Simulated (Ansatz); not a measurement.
## Relative stability

The two ends of one reaction step of SnH₆SO, singlet (PBE0-D4/def2-TZVP).

A:

```csv
atom,x (Å),y (Å),z (Å)
Sn1,-0.9256,0.7657,0.5223
S2,0.1653,-1.2538,1.3135
H3,-1.9136,0.2605,-0.7615
H4,-1.8800,1.3493,1.8162
H5,0.2543,1.9098,0.0989
H6,1.1973,-0.9531,-0.9207
O7,1.1382,-0.4285,-1.7310
H8,1.0436,-0.5941,2.0862
H9,0.9204,-1.0555,-2.4240
```

B:

```
9
angstrom
Sn -0.9408 0.9115 -0.3543
S 1.1309 -1.4416 1.8223
H -1.7031 1.7189 -1.6563
H -2.0711 0.0750 0.6055
H 0.0873 1.9314 0.5304
H 1.0268 -1.3983 0.4761
O 0.2654 -0.4262 -1.1868
H 2.2252 -0.6660 1.8222
H -0.0207 -0.7046 -2.0592
```

Computed with Ansatz 0.2.0 (basis: def2-TZVPP); correlated methods freeze the cores. Filled d shells of the heavier atoms are correlated. Core potentials replace the inner electrons of the atoms past krypton. The def2 sets are not built for correlating such inner shells, so the correlated values are less sure here. B3LYP uses VWN-RPA correlation.

(1) Which structure is lower at CCSD(T), and by how much? (To be estimated.)

The T1 diagnostic stays at or below 0.013.

Answers

(1) The calculation gives: A, by 46.1 kJ/mol (electronic energy, against the other). By their contacts, A is a complex of SnH₄S ([SH][SnH3]) + H₂O and B is a complex of SnH₄O ([OH][SnH3]) + H₂S.

All methods give the same order:

```
      method  E(B) − E(A) (kJ/mol)
       SPW92                  51.8
      PBE-D4                  50.8
     BLYP-D4                  42.2
   r2SCAN-D4                  47.8
      B97M-V                  42.6
     PBE0-D4                  54.6
    B3LYP-D4                  45.7
  r2SCAN0-D4                  52.4
    BHLYP-D4                  48.2
CAM-B3LYP-D4                  41.6
     wB97X-V                  44.4
     wB97M-V                  48.2
      B2PLYP                  44.3
    PBE-QIDH                  53.0
  RPA on PBE                  41.0
          HF                  45.3
         MP2                  48.9
        CCSD                  46.0
     CCSD(T)                  46.1
```

Labels in which every atom is bracketed show which atoms are joined, not bond orders.

For scale, one of the runs: CCSD(T)/def2-TZVPP, 207 basis functions, launched by `ansatz run in.yaml --threads 4 --pin off --events-out ev --progress --plain --max-ram 9574MiB`. Time: 69 s of wall clock on 4 CPU threads of an Arm Neoverse V2; the host was shared. Peak host memory: 3 GiB.
